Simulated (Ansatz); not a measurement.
A search over several starts for the lowest SCF solution of the cluster Cs2I2⁺ at the given spin, in a small basis.

```yaml
crystal:
  periodic: [false, false, false]
  atoms:
    - {symbol: Cs, position_ang: [0.976763, -0.607569, 2.248493]}
    - {symbol: Cs, position_ang: [-0.976783, 0.607501, -2.248108]}
    - {symbol: I, position_ang: [-0.850905, 2.271559, 0.983253]}
    - {symbol: I, position_ang: [0.850925, -2.271481, -0.983638]}
basis:
  gaussian: {orbitals: def2-SVP}
total_charge: 1
magnetization: {spin_polarized: true, initial_magnetization: 1}
hamiltonian: {xc: pbe0, dispersion: d4}
output: {orbitals: {seedname: orbitals}}
```

```sh
$ ansatz run in.yaml --threads 4 --pin off --events-out ev --progress --plain --max-ram 3916MiB
```

It prints (some lines left out):

```
Functional definition: PBE0
1116 factors; integrals over basis functions are off by at most 1.7e-4 eV
mean field evaluation 1: about -17295.7516 eV, gradient 1.8e1 eV
mean field evaluation 2: about -17296.9557 eV, gradient 1.5e1 eV
mean field evaluation 4: about -17297.4799 eV, gradient 6.5e0 eV
mean field evaluation 8: about -17298.0395 eV, gradient 2.6e-2 eV
mean field evaluation 16: about -17298.0395 eV, gradient 4.2e-4 eV
mean field evaluation 32: about -17298.0395 eV, gradient 9.0e-6 eV
mean field evaluation 64: about -17298.0042 eV, gradient 2.3e-1 eV
mean field -17298.03950462 eV, -635.6912267625 hartree, gradient 9.0e-6 eV, S^2 0.752921; 10 other end points of the search recorded, 0 dependent functions left out
reference -17298.03958888 eV, -635.6912298590 hartree; 34, 33 occupied and 66, 67 virtual orbitals, 1116 factors
Total energy: -17298.14646221 eV, -635.6951573814 hartree
```

It took 17 s on 4 threads of Arm Neoverse V2 on a shared host.

In the def2 sets Cs, I take a core potential; there is no spin–orbit coupling. The structure comes from a short search, and lower isomers may exist.
